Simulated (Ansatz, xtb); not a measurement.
**C5H8GeS: which of two isomers lies lower**

Structure I is `C[S][GeH]1[CH]=CC=[CH]1`, a singlet and structure II is `[CH3][GeH2][c]1cccs1`, a singlet. Both are isolated molecules in the gas phase, relaxed with PBE0-D3(BJ)/def2-SVP; the shapes shown needn't be the lowest conformers.

I (Å):

```xyz
15

C    -2.9976    2.0986    1.0374
C     0.9071    0.3674   -1.2259
C     1.6623   -0.4932   -0.5166
C     1.0419   -1.1797    0.6415
C    -0.2466   -0.9074    0.9234
Ge   -0.8490    0.3874   -0.4007
S    -1.3201    2.4063    0.3996
H    -2.9896    1.4006    1.8866
H    -3.6665    1.7183    0.2516
H    -3.3838    3.0664    1.3860
H    -2.0394   -0.0828   -1.2608
H     1.2778    0.9232   -2.0882
H     2.7107   -0.7008   -0.7587
H     1.6468   -1.8783    1.2307
H    -0.7824   -1.3604    1.7592
```

II (Å):

```xyz
15

C    -0.3787   -2.2585   -1.7088
C    -0.4062    0.1067    0.4241
C     0.0790    1.3892    0.5634
C     0.7195    1.6213    1.8125
C     0.7173    0.5095    2.6141
Ge   -1.3195   -0.6599   -1.1062
S    -0.0644   -0.8103    1.8457
H     0.6489   -2.0026   -2.0037
H    -0.3334   -2.9962   -0.8942
H    -0.8927   -2.7156   -2.5666
H    -1.3334    0.4310   -2.1941
H    -2.7712   -1.0182   -0.7276
H    -0.0220    2.1477   -0.2155
H     1.1654    2.5727    2.1064
H     1.1343    0.4000    3.6147
```

Quicker runs give these differences E(II) − E(I): GFN2-xTB −53.8 kJ/mol; HF/STO-3G −75.5 kJ/mol (at GFN2-xTB geometries); r2SCAN-D4/def2-SVP −52.5 kJ/mol (at GFN2-xTB geometries).

**Question.** Estimate E(II) − E(I) at the level CCSD(T)/def2-SVP + ΔMP2/def2-TZVPP.

**Answer.** Calculated at CCSD(T)/def2-SVP + ΔMP2/def2-TZVPP: E(II) − E(I) = −42.2 kJ/mol, so structure II lies lower.

Level by level:

```tsv
level	geometry	E(II) − E(I) (kJ/mol)	departure from the last row (kJ/mol)	job, with rough time for the two
GFN2-xTB	GFN2-xTB	−53.8	−11.7	optimisation, 0.32 s
HF/STO-3G	GFN2-xTB	−75.5	−33.3	single point, 0.64 s
r2SCAN-D4/def2-SVP	GFN2-xTB	−52.5	−10.3	single point, 5 s
PBE0-D3(BJ)/def2-SVP	PBE0-D3(BJ)/def2-SVP	−47.9	−5.7	optimisation, 63 s
HF/def2-SVP	PBE0-D3(BJ)/def2-SVP	−19.2	+23.0	part of the CCSD(T) run
MP2/def2-SVP	PBE0-D3(BJ)/def2-SVP	−64.3	−22.2	part of the CCSD(T) run
CCSD(T)/def2-SVP	PBE0-D3(BJ)/def2-SVP	−42.1	+0.1	single point
CCSD(T)/def2-SVP + ΔMP2/def2-TZVPP	PBE0-D3(BJ)/def2-SVP	−42.2		single point, 2.2 min
```

As drawn, II has 3 C∷C, 2 C∷S, 1 Ge–H in place of 1 C–S, 1 Ge–S, 2 C=C, 1 C–C, 1 C–H (∷ is an aromatic bond). Structure I has a 5-membered ring, II a 5-membered ring (with an aromatic ring).

The levels shown agree on the order. The largest departure from CCSD(T)/def2-SVP + ΔMP2/def2-TZVPP is that of HF/STO-3G, 33.3 kJ/mol. The last row adds to CCSD(T) the change of the MP2 difference between the two basis sets, here −0.1 kJ/mol.

With thermal terms from frequencies at re-optimised GFN2-xTB minima (ideal gas, soft modes damped towards free rotors, one conformer each, 298.15 K, 1 atm): on the last row, ΔE + ΔZPE = −47.3, ΔH = −48.3, ΔG = −46.1 kJ/mol.

The correlated steps freeze 19 core orbitals; the filled d shell of Ge is correlated, in a basis made for valence electrons. Programs: Ansatz 0.2.0, xtb 6.7.1; the last row on 4 threads of Arm Neoverse V1 on a shared host.
